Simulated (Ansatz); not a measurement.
`NC(F)=[Se]` + H₂ → `NC=[Se]` + H–F at 500 K and 1 bar (hydrogenolysis of a C–F bond).

Computed with Ansatz on PBE0-D4/def2-TZVP structures; ΔE is electronic, products minus reactants. CCSD(T)/CBS is the MP2 limit (def2-TZVPP, def2-QZVPP) plus CCSD(T) − MP2 in def2-TZVPP, frozen cores. This one scheme is used for every species. For Se outer-core shells are correlated without core-valence functions, which leaves a few kJ/mol of doubt a bond. Scalar relativity is left out up to krypton. One conformer a species, not always the lowest.

```
     species  CCSD(T)/CBS energy (Eh)  H − E (kJ/mol)  S (J/(mol·K))
`NC(F)=[Se]`              -2594.43937           123.5          336.9
          H₂                 -1.17544            41.0          145.5
   `NC=[Se]`              -2495.24969           140.0          311.2
         H–F               -100.39570            39.4          188.7
```

H − E and S are ideal-gas, rigid-rotor, harmonic terms from PBE0-D4/def2-TZVP, for one conformer and one mirror image of each species. The MP2-based limit puts H₂ 0.8 mEh under its directly extrapolated value; such offsets cancel only in part. 1 Eh = 2625.50 kJ/mol, R = 8.31446 J/(mol·K).

Problem. By hand: ΔE, ΔH, ΔS and ΔG.

Solution. ΔE = (-2495.24969) + (-100.39570) − (-2594.43937) − (-1.17544) = -0.03058 Eh = -80.3 kJ/mol. Δ(H − E) = 140.0 + 39.4 − 123.5 − 41.0 = 14.9, so ΔH = -65.4 kJ/mol. ΔS = 311.2 + 188.7 − 336.9 − 145.5 = 17.5 J/(mol·K). ΔG = -65.4 − 500 × (17.5)/1000 = -74.2 kJ/mol.

Problem. By hand: the equilibrium constant, and the temperature at which ΔG would vanish if ΔH and ΔS stayed fixed.

Solution. log₁₀ K = −ΔG/(RT ln 10) = 7.8. ΔH and −TΔS have one sign here, so there is no such temperature.

ΔH outweighs TΔS. A doubt of 5 kJ/mol in ΔE shifts log₁₀ K by 0.5 here. Other conformers and mirror images would add mixing entropy, several J/(mol·K) or more a flexible species. These are equilibria of isolated gas molecules and say nothing of rates. Largest T1 diagnostic: 0.017 (customary marks: 0.02 for closed shells, 0.045 for open ones).
